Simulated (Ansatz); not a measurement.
```yaml
crystal:
  periodic: [false, false, false]
  atoms:
    - {symbol: C, position_ang: [-0.421549, 0.530607, -0.115811]}
    - {symbol: Si, position_ang: [0.333852, -0.460484, -0.002849]}
    - {symbol: Se, position_ang: [1.037877, -0.520268, 1.157300]}
    - {symbol: H, position_ang: [-0.755351, 0.437414, -0.789549]}
    - {symbol: H, position_ang: [-0.039560, 0.990548, -0.091041]}
    - {symbol: H, position_ang: [-0.800553, 0.460147, 0.389740]}
    - {symbol: H, position_ang: [1.024479, -0.473879, -0.725423]}
    - {symbol: H, position_ang: [-0.183880, -1.317141, -0.033446]}
basis:
  gaussian: {orbitals: def2-TZVPP}
magnetization: {spin_polarized: true, initial_magnetization: 1}
hamiltonian: {xc: {name: wB97X}}
output: {forces: true}
```

```sh
$ ansatz run in.yaml --threads 4 --pin off --events-out ev --progress --plain --max-ram 10444MiB
```

It prints (some lines left out):

```
Functional definition: wB97X
1175 factors; their error is unknown
251 factors; integrals over basis functions are off by at most 2.4e-6 eV
mean field evaluation 1: about -74259.1820 eV, gradient 7.1e1 eV
mean field evaluation 2: about -74254.7362 eV, gradient 6.8e1 eV
mean field evaluation 4: about -74275.1169 eV, gradient 4.6e0 eV
mean field evaluation 8: about -74275.1883 eV, gradient 2.7e-1 eV
mean field evaluation 16: about -74275.4396 eV, gradient 3.7e-3 eV
mean field evaluation 32: about -74275.4396 eV, gradient 4.6e-5 eV
mean field -74275.43960059 eV, -2729.5720596204 hartree, gradient 8.6e-7 eV, S^2 0.754437; 4 other end points of the search recorded, 0 dependent functions left out
reference -74275.43957457 eV, -2729.5720586644 hartree; 30, 29 occupied and 161, 162 virtual orbitals, 1175 factors
Total energy: -74275.43957457 eV, -2729.5720586644 hartree
Atom 0 at    -0.421549     0.530607    -0.115811 Å, force   -32.794069   -14.776705   -37.672480 eV/Å
Atom 1 at     0.333852    -0.460484    -0.002849 Å, force   -24.229302   -10.594023   -55.240186 eV/Å
Atom 2 at     1.037877    -0.520268     1.157300 Å, force    54.718589    -6.693450    87.674323 eV/Å
Atom 3 at    -0.755351     0.437414    -0.789549 Å, force   -14.493809    -2.083448   -26.737306 eV/Å
Atom 4 at    -0.039560     0.990548    -0.091041 Å, force    52.887435    66.328676     3.450490 eV/Å
Atom 5 at    -0.800553     0.460147     0.389740 Å, force   -40.817172    -5.926776    52.638565 eV/Å
Atom 6 at     1.024479    -0.473879    -0.725423 Å, force    19.624043    -1.152886   -22.022989 eV/Å
Atom 7 at    -0.183880    -1.317141    -0.033446 Å, force   -14.895715   -25.101389    -2.090416 eV/Å
Dipole moment:    -0.274598     0.124516    -0.322943 e Å
```

In this input the geometry is squeezed to about two thirds of its size. The calculation finished and met its thresholds. The result belongs to that input, not to the molecule as meant.
